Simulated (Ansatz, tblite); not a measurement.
Isomers of Cu$_{4}$Te$_{2}$⁺ (doublet), found by a short tight-binding search and relaxed with PBE-D4/def2-SVP in Ansatz.

In the def2 sets Te takes a core potential; there is no spin–orbit coupling. The xTB rows come from tblite. Correlated methods freeze 44 core orbitals; core or outer-core shells of Te are correlated, in sets that lack core-valence functions.

Other spin states weren't relaxed.

A:

```xyz
6

Cu   -0.857    0.354   -0.981
Cu    1.182    0.341    0.556
Cu    0.101   -1.864   -0.131
Cu   -1.121   -0.315    1.464
Te    1.370   -0.578   -1.828
Te   -0.676    2.062    0.920
```

B:

```xyz
6

Cu    0.6721    0.9401   -0.0165
Cu   -1.7043    0.1826    0.2793
Cu    1.2812    0.4886   -2.3305
Cu    0.3707   -1.2664    1.1370
Te   -0.3610    0.8416    2.3076
Te   -0.2587   -1.1865   -1.3769
```

C:

```
atom   x (Å)   y (Å)   z (Å)
 Cu1  -0.193  -1.686  -0.211
 Cu2   0.750   0.105  -1.530
 Cu3  -0.751  -0.106   1.529
 Cu4   0.194   1.686   0.211
 Te5  -1.782   0.312  -0.853
 Te6   1.782  -0.312   0.853
```

Problem. Estimate their order by electronic energy at CAM-B3LYP-D4/def2-SVP, counted from the lowest.

Solution. C (0.0) < B (8.4) < A (14.3), in kcal/mol.

Problem. Do the other levels pick the same lowest one?

Solution. All that were run do. Energies above each level's lowest (kcal/mol):

```json
{"level": "GFN1-xTB", "A": "10.6", "B": "6.1", "C": "0.0"}
{"level": "GFN2-xTB", "A": "6.4", "B": "2.1", "C": "0.0"}
{"level": "HF/def2-TZVP", "A": "28.6", "B": "2.1", "C": "0.0"}
{"level": "PBE-D4/def2-SVP", "A": "7.5", "B": "11.6", "C": "0.0"}
{"level": "r2SCAN-D4/def2-SVP", "A": "9.1", "B": "11.9", "C": "0.0"}
{"level": "PBE0-D4/def2-SVP", "A": "14.5", "B": "10.5", "C": "0.0"}
{"level": "CAM-B3LYP-D4/def2-SVP", "A": "14.3", "B": "8.4", "C": "0.0"}
{"level": "MP2/def2-TZVP", "A": "15.6", "B": "11.0", "C": "0.0"}
```
Point groups (tolerance 0.1 Å): A C2v, B Cs, C D4h. Lower isomers may exist.
